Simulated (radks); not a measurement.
Results of a calculation; reference values are marked as such.
Neutral neon, configuration [Ne].

Code: a radial shooting solver on a logarithmic mesh with Libxc functionals. Model: non-relativistic Kohn-Sham, PBE, spin-polarised, spherical densities, point nucleus; hard spherical wall at 3 bohr.

Energy parts (eV):
part                     energy
total                 -3503.195
kinetic                3517.659
electron-nucleus      -8505.057
Hartree                1824.950
exchange-correlation   -340.747

Orbitals (lengths in bohr, moments of r in powers of bohr; r(max) is where P^2 peaks; r(90%) holds 90 % of the orbital's charge):
| orbital | occ. | eigenvalue (eV) | r(90%) | <1/r> | r(max) |
|---|---|---|---|---|---|
| 1s | 2 | -825.0932 | 0.283 | 9.603 | 0.1029 |
| 2s | 2 | -33.2456 | 1.45 | 1.626 | 0.6859 |
| 2p | 6 | -9.9816 | 1.60 | 1.466 | 0.6273 |
| 3s | 0 | 27.4927 | 2.45 | 0.8513 | 1.996 |
| 3p | 0 | 35.5091 | 2.45 | 0.8983 | 2.035 |
| 3d | 0 | 37.7986 | 2.41 | 0.5995 | 1.885 |

The highest occupied level is 2p at -9.982 eV. The electron density at the nucleus is 621.6 e/bohr^3.
